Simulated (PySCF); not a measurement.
C4H3Br, SMILES C#C/C=C\Br.

Geometry optimised at B3LYP-D3(BJ)/def2-SVP.

Two levels are set side by side: TDA-PBE/def2-SVPD (PySCF) and TDA-LC-ωPBE/def2-SVPD (PySCF). Vertical, same geometry. The lowest singlet is HOMO−1→LUMO 99 % with PBE and HOMO−1→LUMO 65 %, HOMO−2→LUMO 25 % with the other functional; states are paired by order. Differences are taken from unrounded values.

| quantity | TDA-LC-ωPBE |
|---|---|
| lowest singlet excitation (eV) | 5.54 |
| lowest triplet excitation (TDA) (eV) | 3.18 |
| first bright state (f over 0.05) (eV) | 5.74 |
| its oscillator strength | 0.35 |

What does TDA-PBE give, and how far is it from TDA-LC-ωPBE? (The exact figures need the calculation; the answer reports its results.)


```
quantity                               TDA-PBE  TDA-PBE minus TDA-LC-ωPBE
-------------------------------------  -------  -------------------------
lowest singlet excitation (eV)            4.71                      -0.83
lowest triplet excitation (TDA) (eV)      3.14                      -0.03
first bright state (f over 0.05) (eV)     5.09                      -0.65
its oscillator strength                   0.30                      -0.05
```

A lower first singlet is the usual sign of a functional without exact exchange. Differences between two approximate levels are no errors against the true value.

Rough cost on one machine, each run with all the roots and properties that it gave: TDA-LC-ωPBE against TDA-PBE about 3 times.
